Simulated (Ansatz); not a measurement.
The molecule AlH+, multiplicity 2 (the spin of the measured ground state).

The constants come from a fifth-degree fit in 1/R (seven points, main isotopes). In def2 and cc sets the state is the lowest found near the PBE0 minimum, followed along R.

Frozen-core correlation. CBS(a, b) extrapolates the correlation energy as X⁻³ and adds the Hartree–Fock energy of set b.

Codes used: Ansatz (Gaussian basis) for Hartree–Fock, density functionals and correlated methods. Values without a source in brackets are computed.

Question: What bond length and harmonic frequency does PBE0/def2-TZVPP give?

Answer: r_e = 1.618 Å, ω_e = 1657 cm⁻¹.

Question: What bond length and harmonic frequency does CCSD/aug-cc-pV(T+d)Z give?

Answer: r_e = 1.610 Å, ω_e = 1665 cm⁻¹.

Question: What bond length and harmonic frequency does CCSD(T)/CBS(aug-cc-pV(Q+d)Z, aug-cc-pV(5+d)Z) give?

Answer: r_e = 1.606 Å, ω_e = 1702 cm⁻¹.

Measured for the ground state: r_e 1.602 Å [NIST CCCBDB].

Ansatz is a first-principles code.
